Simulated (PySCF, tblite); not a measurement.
Isomers of C2H7OSi2 (doublet state). Method: GFN2-xTB as coded in tblite; computed harmonic values from a numerical Hessian at the method's own geometry, unscaled. This tight-binding method is rough: wavenumbers can miss measured ones by several per cent, in bad cases by 10 to 20. Modes of hydrogen on silicon can be 10 to 20 % off. One conformer each. Open shells enter through the occupations alone, without spin polarisation, and single modes of such species can be off by tens of per cent.

Electronic energies: B3LYP/pcH-1 single points on the GFN2-xTB geometries (PySCF, gas phase).

```csv
SMILES,"electronic energy, lowest = 0 (kcal/mol)"
[CH2][SiH2]C(=O)[SiH3],15.1
C[SiH]C(=O)[SiH3],0.0
C[SiH2]C(=O)[SiH2],0.0
```

Question: How do GFN2-xTB zero-point energies change the relative energies?

Answer: 
| SMILES | ZPE (kcal/mol) | of it from modes above 1550 cm⁻¹ | electronic (kcal/mol) | with ZPE, lowest = 0 (kcal/mol) | lowest mode (cm⁻¹) | rings |
| --- | --- | --- | --- | --- | --- | --- |
| C[SiH]C(=O)[SiH3] | 47.4 | 26.0 | 0.0 | 0.0 | 33 | 0 |
| C[SiH2]C(=O)[SiH2] | 47.5 | 26.2 | 0.0 | 0.1 | 31 | 0 |
| [CH2][SiH2]C(=O)[SiH3] | 44.3 | 27.6 | 15.1 | 12.0 | 49 | 0 |

The zero-point energies span 3.2 kcal/mol, from `[CH2][SiH2]C(=O)[SiH3]` to `C[SiH2]C(=O)[SiH2]`. The order is unchanged.

Question: And how do the electronic energies of GFN2-xTB itself compare?

Answer: `C[SiH]C(=O)[SiH3]` 0.1; `C[SiH2]C(=O)[SiH2]` 0.0; `[CH2][SiH2]C(=O)[SiH3]` 19.9 kcal/mol, lowest = 0. Against the energies above, taken from the same isomer `C[SiH]C(=O)[SiH3]`, the largest difference is 4.7 kcal/mol.
